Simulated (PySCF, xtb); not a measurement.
Si(Cl)(H)(SMe)2 (C2H7ClS2Si), SMILES CS[SiH](Cl)SC. The values are those of a single conformer.

Harmonic wavenumbers (cm⁻¹) from GFN2-xTB (xtb 6.7.1) at its own minimum, in rising order: 43, 49, 100, 114, 121, 131, 186, 197, 219, 431, 548, 555, 633, 649, 722, 728, 950, 952, 961, 963, 1320, 1325, 1445, 1447, 1451, 1454, 2275, 3040, 3041, 3048, 3050, 3065, 3065.

Question: What does PBE0-D3(BJ)/def2-SVP in PySCF give at its own minimum? (The exact figures need the calculation; the answer reports its results.)

Answer: 43, 61, 97, 104, 113, 124, 192, 235, 240, 484, 575, 589, 723, 726, 762, 810, 964, 968, 972, 978, 1330, 1334, 1444, 1445, 1454, 1455, 2228, 3069, 3070, 3184, 3185, 3193, 3195. Paired by order, the mean absolute difference is 37 cm⁻¹ and the zero-point energies are 54.7 and 56.2 kcal/mol.
